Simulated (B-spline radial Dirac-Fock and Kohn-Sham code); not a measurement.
# K-line shifts caused by a second vacancy in W²⁺

System: W²⁺ in the configuration [Xe] 4f14 5d4.

Input of the calculation (task.json; shells as n, l, electrons):

```json
{"items": [{
  "Z": 74,
  "q": 2,
  "cfg": [[1, 0, 2], [2, 0, 2], [2, 1, 6], [3, 0, 2], [3, 1, 6], [3, 2, 10], [4, 0, 2], [4, 1, 6], [4, 2, 10], [4, 3, 14], [5, 0, 2], [5, 1, 6], [5, 2, 4]],
  "A": 184,
  "rrms": 5.3658,
  "do": ["binding", "quiet", "double"]
}]}
```

Run with: `python xray_run.py task.json out`

Model: relaxed Dirac-Fock hole states (ΔSCF) with Breit and QED corrections and a finite nucleus. Program: a radial atomic solver. Each two-hole energy is an average over J within one jj subconfiguration, not an observable level; in light atoms, where LS coupling holds, the j-resolved values are not observed lines, and for a K spectator the Kα1 hypersatellite is nearly forbidden. Correlation energy is missing from these numbers.

Lines without a spectator: Kα2 (K-L2) 57977.5 eV, Kα1 (K-L3) 59315.0 eV, Kβ3 (K-M2) 66943.4 eV, Kβ1 (K-M3) 67236.2 eV. Shifts in eV with one spectator hole (a dash: not computed, or left out as unreliable):

```csv
spectator hole,Kα2,Kα1,Kβ3,Kβ1
K (1s),+981.3,+1055.4,+1270.3,+1287.5
L2 (2p1/2),+125.2,+168.7,–,+320.8
L3 (2p3/2),+94.5,+103.8,+241.5,–
M2 (3p1/2),–,+26.66,+51.2,+60.8
M3 (3p3/2),+14.55,–,+43.5,+44.0
M4 (3d3/2),+4.92,+1.52,–,–
M5 (3d5/2),-0.48,+3.56,–,–
```
